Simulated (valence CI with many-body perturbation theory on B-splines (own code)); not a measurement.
E1 transitions of Al VIII

Level of theory: configuration interaction combined with many-body perturbation theory (CI+MBPT): four valence electrons over a frozen Dirac-Fock core [He], radial functions for each j: 11 s, 11 p, 10 d, 8 f, 5 g, 2 h, with the one-electron correlation potential Σ1, the two-electron term Σ2, the three-electron term Σ3, Breit, model QED; selected CI, second order for the rest, scaled by the run's own slope (own B-spline code, finite nucleus).

No measured levels were compared; by estimate levels hold to about 100 cm⁻¹ or 0.05 % of their energy and the worst to 300 or 400 cm⁻¹, as in measured light ions of charge 2 to 7. Among the levels kept, up to 1500 cm⁻¹ of a level comes from second order outside the variational space, and about a tenth of that is noise between levels of different J, which matters for small intervals.

Lines 251 to 300 of 590 in falling wavelength, among levels below 233.07 eV, chosen from the strongest by gf and those to the six lowest levels. Wavelengths and rates use the calculated energies, so an error of 200 cm⁻¹ moves a line at 299.9 Å by 0.06 % and its rate by three times that or more. Electric multipoles are in the length gauge, E1 and E2 with the static RPA response of the core. Weak lines are less certain than strong ones. Lines between different terms over intervals too small for the method are left out, as are lines whose strength nearly cancels. Where a level lies close to another of its J and parity, the split of strength between their lines is uncertain. The highest levels of a list are the least certain.

Names give the largest LS component (configuration and term), which can be under half, so a name can repeat, a term be missing and a line seem to break the LS rules; names also repeat where a configuration has a term twice. Letters in brackets count levels of one name in rising energy.

```tsv
λ vac (Å)	Upper	Lower	A (s⁻¹)	log gf	Branch %
299.9	2s2p²3d ³D_3 [c]	2s²2p3d ³F°_4	6.60e+09	-0.21	3.0
299.1	2s2p²3d ³D_2 [c]	2s²2p3d ³F°_3	8.91e+09	-0.22	6.7
298.7	2s2p²3s ³S_1	2s²2p3s ³P°_2	4.77e+09	-0.72	3.8
298.1	2s²2p4p ³D_1	2s²2p3d ³F°_2	8.71e+09	-0.46	8.6
295.6	2s2p²3s ³S_1	2s²2p3s ³P°_1	4.34e+09	-0.77	3.5
295.4	2s²2p4p ³D_3	2s²2p3d ³F°_4	3.56e+09	-0.49	3.1
295.3	2s²2p4p ¹P_1	2s²2p3d ¹D°_2	3.88e+09	-0.82	6.8
293.2	2s2p²3p ³D°_2 [c]	2s²2p3p ³P_1	2.66e+09	-0.77	4.2
292.9	2s2p²3p ³D°_3 [c]	2s²2p3p ³P_2	3.17e+09	-0.54	5.1
291.6	2s2p²3p ³P°_2 [c]	2s²2p3p ³D_3	8.24e+09	-0.28	23.4
291.3	2s2p²3d ³F_4 [c]	2s²2p3d ³F°_4	3.33e+09	-0.42	3.2
290.6	2s2p²3p ³P°_1 [c]	2s²2p3p ³D_2	8.88e+09	-0.47	18.9
289.8	2s2p²3d ³F_3 [c]	2s²2p3d ³F°_3	2.59e+09	-0.64	2.0
289.0	2p⁴ ³P_2	2s2p³ ³D°_3	1.08e+10	-0.17	59.7
289.0	2s2p²3p ³P°_2 [c]	2s²2p3p ³D_2	2.91e+09	-0.74	8.3
289.0	2s2p²3p ³P°_2 [d]	2s²2p3p ³P_2	7.55e+09	-0.33	8.8
288.2	2s2p²3d ¹D_2 [c]	2s²2p3d ¹P°_1	1.37e+10	-0.07	3.5
287.7	2s2p²3p ³P°_1 [d]	2s²2p3p ³P_1	4.00e+09	-0.83	5.2
287.7	2s²2p4s ¹P°_1	2s²2p3p ¹D_2	1.93e+10	-0.14	28.0
287.5	2s2p²3d ¹D_2 [c]	2s²2p3d ¹F°_3	5.48e+09	-0.47	1.4
286.9	2s2p³ ¹P°_1	2s²2p² ¹S_0	5.12e+09	-0.72	20.0
286.8	2s²2p4f ³G_4	2s²2p3d ¹F°_3	1.90e+10	0.32	28.9
286.5	2p⁴ ³P_1	2s2p³ ³D°_2	9.39e+09	-0.46	51.4
285.5	2p⁴ ³P_0	2s2p³ ³D°_1	1.27e+10	-0.81	69.3
285.4	2s2p²3p ¹D°_2 [b]	2s²2p3p ¹D_2	1.12e+10	-0.16	38.9
285.3	2s2p³ ¹D°_2	2s²2p² ¹D_2	1.56e+10	-0.02	99.8
283.4	2s²2p4f ¹G_4	2s²2p3d ¹F°_3	3.44e+10	0.57	56.6
282.9	2s2p²3p ³P°_2 [d]	2s²2p3p ³S_1	4.24e+09	-0.60	4.9
282.6	2s2p²3p ¹P°_1 [c]	2s²2p3p ¹S_0	7.23e+09	-0.59	25.7
282.3	2s2p²3p ³D°_2 [c]	2s²2p3p ³D_3	4.94e+09	-0.53	7.7
281.8	2s2p²3p ³S°_1 [b]	2s²2p3p ³P_2	9.11e+09	-0.49	7.2
281.6	2s2p²3d ³P_1 [c]	2s²2p3d ³P°_2	5.02e+09	-0.75	0.7
281.2	2s2p²3s ¹P_1	2s²2p3s ¹P°_1	1.98e+10	-0.15	9.6
281.1	2s²2p4f ³F_4	2s²2p3d ¹F°_3	3.57e+09	-0.42	3.7
280.8	2s2p²3p ³D°_3 [c]	2s²2p3p ³D_3	1.04e+10	-0.06	16.8
280.6	2s2p²3p ³S°_1 [b]	2s²2p3p ³P_1	5.63e+09	-0.70	4.5
280.2	2s2p²3s ³P_1 [b]	2s²2p3s ³P°_2	8.31e+09	-0.53	8.3
279.9	2s2p²3p ³D°_2 [c]	2s²2p3p ³D_2	5.43e+09	-0.50	8.5
279.2	2s2p²3p ³D°_1 [c]	2s²2p3p ³D_1	6.34e+09	-0.65	8.5
279.1	2s2p²3d ³P_2 [c]	2s²2p3d ³D°_3	8.72e+09	-0.29	1.3
278.9	2s²2p4f ³D_3	2s²2p3d ¹F°_3	2.18e+09	-0.75	1.4
278.6	2s2p²3s ³P_2 [b]	2s²2p3s ³P°_2	1.30e+10	-0.12	13.0
278.0	2s2p²3d ³D_3 [d]	2s²2p3d ³F°_4	4.93e+09	-0.40	9.6
277.9	2s2p²3d ³P_2 [c]	2s²2p3d ³D°_2	2.80e+09	-0.79	0.4
277.3	2s2p²3d ³P_1 [c]	2s²2p3d ³D°_2	4.75e+09	-0.78	0.7
277.2	2s2p²3p ³P°_2 [d]	2s²2p3p ³D_3	4.40e+09	-0.60	5.1
277.1	2s2p²3d ³D_2 [e]	2s²2p3d ³F°_3	4.68e+09	-0.57	7.1
276.8	2s²2p4f ¹F_3	2s²2p3d ¹F°_3	1.39e+10	0.05	4.7
276.5	2s2p²3s ³P_1 [b]	2s²2p3s ³P°_0	5.02e+09	-0.76	5.0
276.2	2s2p²3d ¹P_1 [b]	2s²2p3d ¹D°_2	7.25e+09	-0.60	2.2
```
